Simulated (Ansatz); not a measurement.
A single point on CH₄FISi, SMILES `C[SiH](F)I`.

```yaml
crystal:
  periodic: [false, false, false]
  atoms:
    - {symbol: C, position_ang: [-0.168433, 0.993156, 0.186438]}
    - {symbol: Si, position_ang: [0.334538, -0.741250, -0.199031]}
    - {symbol: F, position_ang: [1.273854, -1.291777, 0.968115]}
    - {symbol: I, position_ang: [-1.619225, -2.188759, -0.333322]}
    - {symbol: H, position_ang: [-0.802586, 1.388923, -0.609857]}
    - {symbol: H, position_ang: [-0.725450, 1.033834, 1.124409]}
    - {symbol: H, position_ang: [0.718144, 1.627012, 0.275619]}
    - {symbol: H, position_ang: [1.081359, -0.878239, -1.468170]}
basis:
  gaussian: {orbitals: def2-QZVPP}
correlation: {method: mp2, frozen_orbitals: {C: 1, F: 1, H: 0, I: 9, Si: 5}}
```

```sh
$ ansatz run in.yaml --threads 4 --pin off --events-out ev --progress --plain
```

Output, abridged:

```
Functional definition: HF
2310 factors; integrals over basis functions are off by at most 9.7e-4 eV
mean field evaluation 1: about -19737.4779 eV, gradient 3.6e1 eV
mean field evaluation 2: about -19737.5783 eV, gradient 3.6e1 eV
mean field evaluation 4: about -19740.3249 eV, gradient 3.4e0 eV
mean field evaluation 8: about -19740.3669 eV, gradient 2.3e-1 eV
mean field -19740.36717510 eV, -725.4451131836 hartree, gradient 2.0e-6 eV, S^2 0.000000; 0 other end points of the search recorded, 0 dependent functions left out
16 core orbitals not correlated: weight in the atoms' cores, before any rotation towards them, 1.000 or more for the frozen orbitals, at most 0.000 for the correlated occupied ones
reference -19740.36717510 eV, -725.4451131836 hartree; 13, 13 occupied and 357, 357 virtual orbitals, 2310 factors
second order -20.40816215 eV of doubles, -0.00000000 eV of singles
Total energy: -19760.77533725 eV, -726.1950993095 hartree
```

Run time 11 s (4 threads of a server CPU on a shared host); peak host memory 1.8 GiB.
